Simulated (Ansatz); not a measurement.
Br₂, triplet, at a GFN2-xTB geometry (a higher spin typed on purpose: for a closed-shell molecule this is an excited state), with bond 2-1 at 1.4 times its length; CASSCF(2,4)/def2-SVP in Ansatz (a quantum-chemistry and plane-wave program).

Here is a job for Ansatz.
Ansatz 0.2 input:
```yaml
crystal:
  periodic: [false, false, false]
  atoms:
    - {symbol: Br, position_ang: [-0.00000000, -0.00000000, -1.42665695]}
    - {symbol: Br, position_ang: [0.00000000, 0.00000000, 2.56798251]}
basis:
  gaussian:
    orbitals: def2-SVP
hamiltonian:
  xc: hf
correlation: {active_space: {window: {electrons: 2, orbitals: 4}}}
magnetization: {spin_polarized: false, initial_magnetization: 2}
```

What the program printed (banner, timings and long lists left out):

```
Functional definition: HF
615 factors; integrals over basis functions are off by at most 5.7e-5 eV
mean field evaluation 1: about -139976.6761 eV, gradient 3.1e0 eV
mean field evaluation 2: about -139976.6780 eV, gradient 3.1e0 eV
mean field evaluation 4: about -139976.7317 eV, gradient 4.1e-1 eV
mean field evaluation 8: about -139976.7320 eV, gradient 2.4e-3 eV
mean field evaluation 16: about -139978.0407 eV, gradient 4.4e0 eV
mean field evaluation 32: about -139976.7320 eV, gradient 1.1e-6 eV
mean field evaluation 64: about -139979.5583 eV, gradient 4.9e0 eV
mean field evaluation 96: about -139979.6561 eV, gradient 3.6e-2 eV
mean field evaluation 128: about -139979.6545 eV, gradient 2.1e-2 eV
mean field evaluation 160: about -139979.6667 eV, gradient 1.8e-2 eV
mean field evaluation 192: about -139979.6506 eV, gradient 2.1e0 eV
mean field evaluation 224: about -139979.5826 eV, gradient 3.5e0 eV
mean field evaluation 256: about -139979.6657 eV, gradient 2.1e-2 eV
mean field evaluation 288: about -139979.6065 eV, gradient 2.8e-2 eV
mean field evaluation 320: about -139979.5501 eV, gradient 3.9e0 eV
mean field evaluation 352: about -139975.8785 eV, gradient 3.3e-2 eV
mean field evaluation 384: about -139979.6065 eV, gradient 2.0e-6 eV
mean field -139979.66668699 eV, -5144.1578691211 hartree, gradient 2.8e-6 eV, S^2 2.000000; 25 other end points of the search recorded, 0 dependent functions left out
reference -139979.66668699 eV, -5144.1578691211 hartree; 36, 34 occupied and 28, 30 virtual orbitals, 615 factors
state -139979.66784468 eV, -5144.1579116652 hartree
Total energy: -139979.66784468 eV, -5144.1579116652 hartree
```
